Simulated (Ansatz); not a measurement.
`N#C[Si](F)(C#N)C#N` + CH₃OH → `CO[Si](C#N)(C#N)C#N` + H–F at 600 K and 1 bar (ligand exchange at the Si–F bond).

Isolated molecules relaxed with PBE0-D4/def2-TZVP in Ansatz; ΔE leaves out vibrations. CCSD(T)/CBS adds triple-zeta CCSD(T) − MP2 to the extrapolated MP2 energy (def2 sets, frozen cores). This one scheme is used for every species. One conformer a species, not always the lowest.

```csv
species,CCSD(T)/CBS energy (Eh),H − E (kJ/mol),S (J/(mol·K))
`N#C[Si](F)(C#N)C#N`,-667.16567,144.4,476.6
CH₃OH,-115.61712,163.6,277.3
`CO[Si](C#N)(C#N)C#N`,-682.38316,267.1,565.3
H–F,-100.39570,42.3,194.0
```

H − E and S are ideal-gas, rigid-rotor, harmonic terms from PBE0-D4/def2-TZVP, for one conformer and one mirror image of each species. 1 Eh = 2625.50 kJ/mol, R = 8.31446 J/(mol·K).

Problem. By hand: ΔE, ΔH, ΔS and ΔG.

Solution. ΔE = (-682.38316) + (-100.39570) − (-667.16567) − (-115.61712) = 0.00393 Eh = 10.3 kJ/mol. Δ(H − E) = 267.1 + 42.3 − 144.4 − 163.6 = 1.4, so ΔH = 11.7 kJ/mol. ΔS = 565.3 + 194.0 − 476.6 − 277.3 = 5.4 J/(mol·K). ΔG = 11.7 − 600 × (5.4)/1000 = 8.5 kJ/mol.

Problem. By hand: the equilibrium constant, and the temperature at which ΔG would vanish if ΔH and ΔS stayed fixed.

Solution. log₁₀ K = −ΔG/(RT ln 10) = -0.7. ΔG = 0 at ΔH/ΔS = 2167 K, though so small a ΔS makes that figure unsure.

The number of gas molecules stays the same, so ΔS is small and ΔH decides. A doubt of 5 kJ/mol in ΔE shifts log₁₀ K by 0.4 here. Other conformers and mirror images would add mixing entropy, several J/(mol·K) or more a flexible species. Modes under 60 cm⁻¹, often nearly free rotors, make the harmonic entropy too high. These are equilibria of isolated gas molecules and say nothing of rates. Largest T1 diagnostic: 0.014 (customary marks: 0.02 for closed shells, 0.045 for open ones).
